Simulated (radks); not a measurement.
Initial-state core-level shifts of the arsenic ion As2+ when its valence configuration changes from [Ar] 3d10 4s2 4p1. Method: scalar-relativistic Kohn-Sham, PBE, spin-polarised, spherical densities, finite nucleus; open shells are filled with parallel spins first; Fermi nuclear charge, rms radius 4.0968 fm; computed with a radial shooting solver on a logarithmic mesh with Libxc functionals. Shifts are changes of the shell-averaged eigenvalues in eV (positive: less bound); the change of the density at the nucleus, which sets a Mossbauer isomer shift, is in e/bohr^3, on a base of 3.601e+04.

valence,2s,2p,3s,3p,density at nucleus
3d10 4s1 4p2,-1.311,-1.303,-1.376,-1.364,-26.201
3d9 4s2 4p2,-15.130,-15.021,-12.246,-12.002,+13.711
3d9.5 4s2 4p1.5,-7.450,-7.396,-6.095,-5.973,+6.697
3d9.5 4p3.5,-10.394,-10.325,-9.111,-8.969,-49.627
3d10 4s0.5 4p2.5,-2.101,-2.091,-2.187,-2.171,-39.526
3d8 4s2 4p3,-31.161,-30.941,-24.693,-24.210,+28.596
3d10 4s1.5 4p1.5,-0.694,-0.691,-0.725,-0.720,-12.937
3d10 4p3,-2.883,-2.870,-2.989,-2.969,-53.013
